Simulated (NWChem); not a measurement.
Species: BaHSF; SMILES [F][Ba][SH]

```xyz
4

Ba     0.2709     0.4002    -0.0017
F     -1.5081     1.7310     0.0015
S     -0.3021    -2.4501    -0.0017
H      1.0134    -2.7775    -0.0027
```
Atoms are numbered in this order, from 1.

Level: PBE0/def2-SVP with def2 effective core potentials on Ba (NWChem), optimised geometry, unscaled harmonic frequencies. def2 effective core potentials on Ba; no spin-orbit coupling.

```tsv
frequency (cm⁻¹)	IR intensity (km/mol)
68	14.5
157	10.0
249	32.6
342	20.6
494	113.0
2677	28.1
```

The zero-point energy comes out as 5.7 kcal/mol. The thermal correction to the enthalpy at 298.15 K (with zero-point energy) is 9.6 kcal/mol. The heat capacity Cv comes out as 14.4 cal/(mol K) and the entropy at 298.15 K and 1 atm (symmetry number 1) comes out as 79.0 cal/(mol K).

Rigid rotor and harmonic oscillator; modes under 100 cm⁻¹ make the entropy uncertain.
